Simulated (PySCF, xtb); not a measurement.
CH5AlF2O2Si, SMILES [OH][Al]([OH])[CH2][SiH](F)F. One conformer was computed; it need not be the lowest.

Harmonic wavenumbers (cm⁻¹) from GFN2-xTB (xtb 6.7.1) at its own minimum, in rising order: 36, 72, 95, 128, 151, 197, 211, 253, 287, 301, 353, 392, 398, 567, 570, 634, 644, 729, 782, 804, 864, 919, 987, 989, 1415, 2416, 3001, 3011, 3798, 3801.

Task: What does B3LYP-D3(BJ)/def2-SVP in PySCF give at its own minimum? (An estimate is asked for; the answer gives what the named calculation found.)

Result: 49, 123, 155, 164, 170, 205, 236, 265, 287, 305, 392, 487, 567, 588, 618, 714, 724, 794, 816, 849, 881, 902, 936, 977, 1358, 2311, 3082, 3153, 3943, 3947. Paired by order, the mean absolute difference is 56 cm⁻¹ and the zero-point energies are 41.2 and 42.9 kcal/mol.
